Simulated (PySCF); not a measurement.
**Stationary points of H₃VO**

Method: PBE0 in PySCF with V def2-TZVP, O def2-TZVP, H def2-TZVP; no relativity; density-fitted integrals.

Relaxations began from a few typed shapes. The search is not exhaustive: other isomers or separated fragments can lie lower, and high-lying points may rest on an excited occupation.

```json
{"spin": "singlet", "group": "C3v", "bonds": "V–H 1.628 Å (×3), V–O 1.535 Å", "angles": "H–V–H 115.3° (×3), H–V–O 102.7° (×3)", "imaginary modes (cm⁻¹)": "none", "ΔE (kJ/mol)": "0.0", "ΔE with ZPE (kJ/mol)": "0.0"}
{"spin": "singlet", "group": "Cs", "bonds": "H–H 0.767 Å, V–H 1.708 Å, V–H 2.074 Å, V–H 2.180 Å, V–O 1.556 Å", "angles": "H–H–V 71.9°, H–H–V 87.5°, H–V–H 20.6°, H–V–H 102.8°, H–V–H 123.4°", "imaginary modes (cm⁻¹)": "248i", "ΔE (kJ/mol)": "84.9", "ΔE with ZPE (kJ/mol)": "–"}
{"spin": "singlet", "group": "C2v", "bonds": "V–H 1.825 Å, V–H 1.837 Å (×2), V–O 1.579 Å", "angles": "H–V–H 34.1° (×2), H–V–H 68.2°, H–V–O 145.9° (×2), H–V–O 180.0°", "imaginary modes (cm⁻¹)": "1113i, 332i", "ΔE (kJ/mol)": "129.3", "ΔE with ZPE (kJ/mol)": "–"}
```

The lowest minimum found is the singlet C3v: V–H 1.628 Å (×3), V–O 1.535 Å; H–V–H 115.3° (×3), H–V–O 102.7° (×3).

For the lowest minimum: stability towards spin polarisation was not tested.
